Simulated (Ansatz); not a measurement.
The cluster Li8H8 (the lowest singlet isomer of a short search), 16 atoms. Hardware: 4 threads of Arm Neoverse V2 on a shared host.

Q: How many basis functions does each of these Ansatz runs have, and roughly what does it cost? ωB97X-V/def2-TZVP, charge 0 singlet, energy, from earlier orbitals; PBE0-D4/def2-SVP, charge 0 singlet, energy with a search over starts; PBE0-D4/def2-SVP, charge 0 singlet, energy, from earlier orbitals; PBE-D4/def2-TZVP, charge 0 triplet at the geometry of the charge 0 singlet, energy, from earlier orbitals; r2SCAN-D4/def2-TZVPD, charge 0 singlet, energy, from earlier orbitals; PBE-D4/def2-SVP, charge 0 singlet, energy, from earlier orbitals; PBE-D4/def2-TZVPD, charge 0 singlet, energy, from earlier orbitals; PBE0-D4/def2-TZVPD, charge -1 doublet at the geometry of the charge 0 singlet, energy, from earlier orbitals; LDA (SPW92)/def2-TZVP, charge 0 singlet, energy, from earlier orbitals; r2SCAN0-D4/def2-TZVP, charge 0 singlet, energy, from earlier orbitals; PBE0-D4/def2-SVP, charge 1 doublet at the geometry of the charge 0 singlet, energy with a search over starts; r2SCAN-D4/def2-SVP, charge 0 singlet, relaxation, 3 steps.

A: Other jobs shared the machine, so times can vary by a factor of up to 3. A dash marks memory too small to be measured apart from the calling script's.

| run | functions | fitting or Cholesky vectors | wall time | peak host memory (GiB) |
| --- | --- | --- | --- | --- |
| LDA (SPW92)/def2-TZVP, charge 0 singlet, energy, from earlier orbitals | 160 | 1384 | 0.95 s | – |
| PBE0-D4/def2-SVP, charge 0 singlet, energy, from earlier orbitals | 112 | 1552 | 1.4 s | – |
| PBE-D4/def2-SVP, charge 0 singlet, energy, from earlier orbitals | 112 | 1552 | 1.4 s | – |
| PBE0-D4/def2-SVP, charge 0 singlet, energy with a search over starts | 112 | 1552 | 2.3 s | – |
| PBE-D4/def2-TZVPD, charge 0 singlet, energy, from earlier orbitals | 208 | 1728 | 2.5 s | – |
| r2SCAN0-D4/def2-TZVP, charge 0 singlet, energy, from earlier orbitals | 160 | 1384 | 3 s | – |
| r2SCAN-D4/def2-TZVPD, charge 0 singlet, energy, from earlier orbitals | 208 | 1728 | 4.7 s | – |
| PBE-D4/def2-TZVP, charge 0 triplet at the geometry of the charge 0 singlet, energy, from earlier orbitals | 160 | 1384 | 5.5 s | – |
| ωB97X-V/def2-TZVP, charge 0 singlet, energy, from earlier orbitals | 160 | 1384 | 6.5 s | – |
| r2SCAN-D4/def2-SVP, charge 0 singlet, relaxation, 3 steps | 112 | 1552 | 6.5 s | – |
| PBE0-D4/def2-TZVPD, charge -1 doublet at the geometry of the charge 0 singlet, energy, from earlier orbitals | 208 | 1728 | 11 s | 0.76 |
| PBE0-D4/def2-SVP, charge 1 doublet at the geometry of the charge 0 singlet, energy with a search over starts | 112 | 1552 | 19 s | – |
